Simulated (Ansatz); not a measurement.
Ideal-gas functions of CH₅AlOS (`[OH][AlH][CH2]S`) at 400 K and 1 bar, from an Ansatz frequency run at PBE0-D4/def2-TZVP.

Molar mass 92.1 g/mol, point group Cs (symmetry number 1), electronic degeneracy 1, moments of inertia 58.996, 202.859, 258.713 u Å². Harmonic wavenumbers (cm⁻¹, unscaled): 17, 100, 200, 276, 371, 476, 538, 601, 667, 700, 773, 855, 914, 1058, 1124, 1421, 1962, 2679, 3042, 3093, 3947.

Use S(trans) = R[1.5 ln M + 2.5 ln T − 1.1517]; rotational temperatures θ = 24.2544 K / I; S(rot) = R[ln(√π/σ · √(T³/θAθBθC)) + 1.5]; for each mode x = 1.438777 ν̃/T, S = R[x/(eˣ − 1) − ln(1 − e⁻ˣ)] and H = RT x/(eˣ − 1); 1 cm⁻¹ = 0.0119627 kJ/mol; R = 8.31446 J/(mol·K).

Question: By hand: the entropy, in J/(mol·K).

Answer: Translation 171.4. Rotation: θ = 0.4111, 0.1196, 0.0938 K, giving 114.3. Vibration, mode by mode: 31.55, 16.86, 11.23, 8.71, 6.51, 4.79, 4.01, 3.36, 2.78, 2.54, 2.06, 1.63, 1.38, 0.91, 0.75, 0.31, 0.06, 0.01, 0.00, 0.00, 0.00, in all 99.4. Electronic 0.0. Sum 385.1 J/(mol·K).

Question: By hand: H − E and G − E in kJ/mol, counted from the electronic energy.

Answer: Zero-point energy ½ × 24814 × 0.0119627 = 148.4; thermal vibration 18.8; translation, rotation and pV give 4 RT = 13.3. H − E = 180.5 kJ/mol, and G − E = 180.5 − 400 × 385.1/1000 = 26.5 kJ/mol.

Vibration gives 26 % of the entropy, 48.4 J/(mol·K) of it from the modes under 150 cm⁻¹: soft modes count most, and the harmonic formula is weakest for them. The sum counts one conformer and one mirror image; others add a mixing term.
